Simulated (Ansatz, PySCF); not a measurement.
Energy difference R1 → P1, each structure at its B3LYP-D3(BJ)/def2-TZVP stationary point, reached from a drawn start; harmonic modes at that level show minima.
R1, C3H4 (SMILES C#CC) (charge 0, multiplicity 1):
```xyz
7

C     -0.93782    -0.09187    -0.12476
C      0.49683     0.04869     0.06609
C      1.68031     0.16459     0.22353
H     -1.16563    -0.96552    -0.73875
H     -1.35290     0.78715    -0.62192
H     -1.44870    -0.21029     0.83290
H      2.72801     0.26724     0.36291
```
P1, C3H4 (SMILES C=C=C) (charge 0, multiplicity 1):
```xyz
7

C      1.300     0.008     0.000
C      0.000     0.000     0.000
C     -1.300    -0.008     0.000
H      1.867    -0.654    -0.644
H      1.859     0.679     0.643
H     -1.868     0.631    -0.666
H     -1.859    -0.655     0.667
```

```json
[
 {"level": "SVWN5/def2-TZVPP", "reaction energy (kcal/mol)": "-3.48", "minus CCSD(T)/CBS(cc-pVTZ, cc-pVQZ)": "-4.93"},
 {"level": "PBE-D3(BJ)/def2-TZVPP", "reaction energy (kcal/mol)": "-3.22", "minus CCSD(T)/CBS(cc-pVTZ, cc-pVQZ)": "-4.67"},
 {"level": "PBE-D4/def2-TZVPP", "reaction energy (kcal/mol)": "-3.22", "minus CCSD(T)/CBS(cc-pVTZ, cc-pVQZ)": "-4.67"},
 {"level": "BLYP-D4/def2-TZVPP", "reaction energy (kcal/mol)": "-3.21", "minus CCSD(T)/CBS(cc-pVTZ, cc-pVQZ)": "-4.65"},
 {"level": "revPBE/def2-TZVPP", "reaction energy (kcal/mol)": "-3.04", "minus CCSD(T)/CBS(cc-pVTZ, cc-pVQZ)": "-4.48"},
 {"level": "revPBE-D3(BJ)/def2-TZVPP", "reaction energy (kcal/mol)": "-3.19", "minus CCSD(T)/CBS(cc-pVTZ, cc-pVQZ)": "-4.63"},
 {"level": "r2SCAN/def2-TZVPP", "reaction energy (kcal/mol)": "-2.51", "minus CCSD(T)/CBS(cc-pVTZ, cc-pVQZ)": "-3.96"},
 {"level": "PBE0/def2-TZVPP", "reaction energy (kcal/mol)": "-1.73", "minus CCSD(T)/CBS(cc-pVTZ, cc-pVQZ)": "-3.18"},
 {"level": "BHLYP/def2-TZVPP", "reaction energy (kcal/mol)": "-0.55", "minus CCSD(T)/CBS(cc-pVTZ, cc-pVQZ)": "-2.00"},
 {"level": "BHLYP-D4/def2-TZVPP", "reaction energy (kcal/mol)": "-0.64", "minus CCSD(T)/CBS(cc-pVTZ, cc-pVQZ)": "-2.08"},
 {"level": "M06-2X/def2-TZVPP", "reaction energy (kcal/mol)": "0.55", "minus CCSD(T)/CBS(cc-pVTZ, cc-pVQZ)": "-0.89"},
 {"level": "CAM-B3LYP/def2-TZVPP", "reaction energy (kcal/mol)": "-0.78", "minus CCSD(T)/CBS(cc-pVTZ, cc-pVQZ)": "-2.23"},
 {"level": "CAM-B3LYP-D3(BJ)/def2-TZVPP", "reaction energy (kcal/mol)": "-0.84", "minus CCSD(T)/CBS(cc-pVTZ, cc-pVQZ)": "-2.29"},
 {"level": "wB97X-V/def2-TZVPP", "reaction energy (kcal/mol)": "-0.03", "minus CCSD(T)/CBS(cc-pVTZ, cc-pVQZ)": "-1.48"},
 {"level": "MP2/cc-pVDZ", "reaction energy (kcal/mol)": "4.10", "minus CCSD(T)/CBS(cc-pVTZ, cc-pVQZ)": "2.66"},
 {"level": "MP2/CBS(cc-pVTZ, cc-pVQZ)", "reaction energy (kcal/mol)": "4.69", "minus CCSD(T)/CBS(cc-pVTZ, cc-pVQZ)": "3.25"},
 {"level": "SCS-MP2/cc-pVDZ", "reaction energy (kcal/mol)": "3.64", "minus CCSD(T)/CBS(cc-pVTZ, cc-pVQZ)": "2.20"},
 {"level": "SCS-MP2/cc-pVTZ", "reaction energy (kcal/mol)": "4.04", "minus CCSD(T)/CBS(cc-pVTZ, cc-pVQZ)": "2.59"},
 {"level": "CCSD/cc-pVQZ", "reaction energy (kcal/mol)": "1.65", "minus CCSD(T)/CBS(cc-pVTZ, cc-pVQZ)": "0.21"},
 {"level": "CCSD(T)/CBS(cc-pVTZ, cc-pVQZ)", "reaction energy (kcal/mol)": "1.44", "minus CCSD(T)/CBS(cc-pVTZ, cc-pVQZ)": "0.00"}
]
```

 The comparison column counts from a level with limits of its own.

P less R. No zero-point or thermal terms.

Correlated levels freeze the cores. CBS(a, b) extrapolates the correlation energy as X⁻³ and adds the Hartree–Fock energy of set b.

Run with Ansatz (Gaussian orbitals); PySCF for M06-2X and the D3/D4 terms. Each number belongs to the level named beside it.

Ansatz is a program for electronic structure.
